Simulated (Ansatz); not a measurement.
C$_{6}$H$_{13}$BO$_{2}$, charge -1, doublet, at a GFN2-xTB geometry (a state made from the parent by changing its charge; the spin is typed, not shown lowest) (a gas-phase anion, which may not be bound at this level); WB97X/STO-3G in Ansatz (a first-principles code).

The Ansatz input:
Ansatz 0.2 input:
```yaml
crystal:
  periodic: [false, false, false]
  atoms:
    - {symbol: C, position_ang: [-1.77443156, -0.03191137, 0.91494243]}
    - {symbol: C, position_ang: [-0.75124689, -0.12720494, -0.24514073]}
    - {symbol: C, position_ang: [-1.10616191, -1.36493490, -1.08690439]}
    - {symbol: O, position_ang: [-0.82499265, 1.01632732, -1.01685730]}
    - {symbol: B, position_ang: [0.18583498, 2.03053219, -0.44014834]}
    - {symbol: O, position_ang: [0.96214703, 1.20889894, 0.59016274]}
    - {symbol: C, position_ang: [0.71032703, -0.12882250, 0.32503890]}
    - {symbol: C, position_ang: [0.89589233, -0.97174480, 1.59721700]}
    - {symbol: C, position_ang: [1.70044373, -0.64955152, -0.74303435]}
    - {symbol: H, position_ang: [-2.75186738, 0.20851246, 0.49704539]}
    - {symbol: H, position_ang: [-1.47413877, 0.77917351, 1.57305794]}
    - {symbol: H, position_ang: [-1.84481081, -0.96412466, 1.47529917]}
    - {symbol: H, position_ang: [-2.16538540, -1.33314379, -1.34204685]}
    - {symbol: H, position_ang: [-0.53766293, -1.36976965, -2.01263706]}
    - {symbol: H, position_ang: [-0.90548402, -2.28296741, -0.53323451]}
    - {symbol: H, position_ang: [0.91172842, 2.44031569, -1.35570131]}
    - {symbol: H, position_ang: [0.36356144, -0.52470063, 2.43214634]}
    - {symbol: H, position_ang: [1.95485054, -1.00741509, 1.85289181]}
    - {symbol: H, position_ang: [0.53831834, -1.99069113, 1.44346683]}
    - {symbol: H, position_ang: [1.52045255, -0.10826009, -1.66767722]}
    - {symbol: H, position_ang: [2.71640861, -0.43410250, -0.41136552]}
    - {symbol: H, position_ang: [1.59868284, -1.72227788, -0.90965996]}
basis:
  gaussian:
    orbitals: STO-3G
hamiltonian:
  xc: {name: wB97X}
total_charge: -1
magnetization: {spin_polarized: true, initial_magnetization: 1}
```

What the program printed (banner, timings and long lists left out):

```
Functional definition: wB97X
846 factors; integrals over basis functions are off by at most 3.8e-5 eV
315 factors; integrals over basis functions are off by at most 1.5e-6 eV
mean field evaluation 1: about -11054.8963 eV, gradient 2.5e1 eV
mean field evaluation 2: about -11057.6032 eV, gradient 1.8e1 eV
mean field evaluation 4: about -11059.2316 eV, gradient 5.5e-1 eV
mean field evaluation 8: about -11059.1343 eV, gradient 2.6e-2 eV
mean field evaluation 16: about -11059.1343 eV, gradient 5.1e-5 eV
mean field -11059.13434043 eV, -406.4156908603 hartree, gradient 5.1e-5 eV, S^2 0.751693; 0 other end points of the search recorded, 0 dependent functions left out
reference -11059.13431581 eV, -406.4156899554 hartree; 36, 35 occupied and 22, 23 virtual orbitals, 846 factors
Total energy: -11059.13431581 eV, -406.4156899554 hartree
```
